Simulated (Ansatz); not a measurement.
A single Ti atom.

ROHF-CCSD on triplet Ti was run in several spherical basis sets with Ansatz (development build ahead of 0.2.0). Frozen core: 5 orbitals.

(1) Rank the basis sets by the total energy that they give, lowest first, with the distance from the lowest.
A. cc-pVDZ
B. cc-pVTZ
C. def2-SVP

## Answers

(1) B (0.00 eV), A (3.13 eV), C (6.95 eV).

Totals follow the description of the cores as much as that of the bonds, so this order isn't one of quality for chemistry.
